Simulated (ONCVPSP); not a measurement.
u(r) = r·R(r): atom against pseudo-atom (C)

Columns: radius, all-electron u(r) and pseudo u(r) of the 2p shell (level -5.42 eV) of carbon in the configuration [He] 2s2 2p2; LDA (Perdew-Zunger), scalar-relativistic, ONCV scheme, ONCVPSP 4.0.1.

```csv
r (bohr),all-electron,pseudo
0.143,0.0867,0.0222
0.285,0.2406,0.0853
0.428,0.3901,0.1822
0.570,0.5106,0.2996
0.713,0.5996,0.4253
0.855,0.6584,0.5437
0.998,0.6923,0.6446
1.140,0.7058,0.7185
1.283,0.7040,0.7626
1.425,0.6910,0.7766
1.568,0.6699,0.7646
1.710,0.6436,0.7328
1.853,0.6135,0.6879
1.995,0.5817,0.6371
2.138,0.5487,0.5851
2.280,0.5158,0.5365
2.423,0.4830,0.4925
2.565,0.4514,0.4544
2.708,0.4205,0.4210
2.850,0.3912,0.3912
2.992,0.3633,0.3633
3.135,0.3367,0.3367
3.278,0.3116,0.3116
3.420,0.2881,0.2882
3.563,0.2660,0.2660
3.705,0.2455,0.2455
```

(1) How many radial nodes do the two functions have?

(2) At about which radius was the pseudo-wave matched?

(3) Is the pseudo-wave norm-conserving?

## Answers

(1) The all-electron 2p function has n − l − 1 = 0; the pseudo-wave has 0.

(2) 2.85 bohr, where the columns begin to agree (steps of 0.14 bohr).

(3) Yes: the ONCV scheme keeps the norm inside the radius equal to the all-electron one, which fixes the energy derivative of the logarithmic derivative at the level.
